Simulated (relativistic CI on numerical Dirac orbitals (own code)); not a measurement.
**Hyperfine structure of Pr XXXIII, mass number 141**

Computed by Dirac-Coulomb-Breit CI, separate exchange-only KLI orbitals for each configuration, model QED, unscaled Slater integrals (own radial code, finite nucleus).

Configuration list (outside the closed core [Ne]): 3s²3p⁶3d⁹, 3s²3p⁵3d¹⁰, 3s3p⁶3d¹⁰, 3s²3p⁶3d⁸4s, 3s²3p⁶3d⁸4p, 3s²3p⁶3d⁸4d, 3s²3p⁴3d¹⁰4s, 3s²3p⁵3d⁹4s, 3s²3p⁶3d⁸4f, 3s²3p⁴3d¹⁰4p, 3s²3p⁵3d⁹4p, 3s²3p⁴3d¹⁰4d, 3s3p⁵3d¹⁰4s, 3s²3p⁶3d⁷4s², 3s3p⁵3d¹⁰4p, 3s²3p⁶3d⁷4s4p. Levels of other configurations are missing.

Nuclear spin I = 5/2, μ = 4.266 μN, Q = -0.0589 b (tables of Stone and Pyykkö). The electronic factors are computed for point nuclear moments, without core polarisation or the Bohr-Weisskopf and QED corrections.

```
            Level  E (10³ cm⁻¹)  A (GHz)  B (GHz)
  3s²3p⁶3d⁹ ²D5/2           0.0    27.55     1.93
  3s²3p⁶3d⁹ ²D3/2         173.2    68.26     1.49
3s²3p⁵3d¹⁰ ²P°3/2        2414.2      136     9.01
3s²3p⁵3d¹⁰ ²P°1/2        3227.9    948.6         
  3s3p⁶3d¹⁰ ²S1/2        4565.4     3081         
3s²3p⁶3d⁸4s ⁴F9/2        6684.5    136.7     1.23
3s²3p⁶3d⁸4s ²F7/2        6702.7   -79.95     1.13
3s²3p⁶3d⁸4s ²D3/2        6750.8   -165.1   -0.672
```

Levels with J = 0, under 50 % of one LS term, or S terms without an open s electron are left out. Small factors come from cancelling terms and can be off by tens of per cent or more.

At this charge energies of transitions that change n are usually good to better than 1 %, and those within a shell (Δn = 0) to a few per cent.

Question: Give the hyperfine levels of 3s²3p⁶3d⁹ ²D5/2 relative to its centre of gravity.

Answer: With K = F(F + 1) − I(I + 1) − J(J + 1), E = AK/2 + B[¾K(K + 1) − I(I + 1)J(J + 1)]/[2I(2I − 1)J(2J − 1)]: F = 0: -239.7, F = 1: -212.6, F = 2: -158.3, F = 3: -76.31, F = 4: 33.76, F = 5: 172.7 GHz.

LS names give the leading component of a level, which can be under half, so a name can repeat, a term be missing and a line seem to break the LS rules.
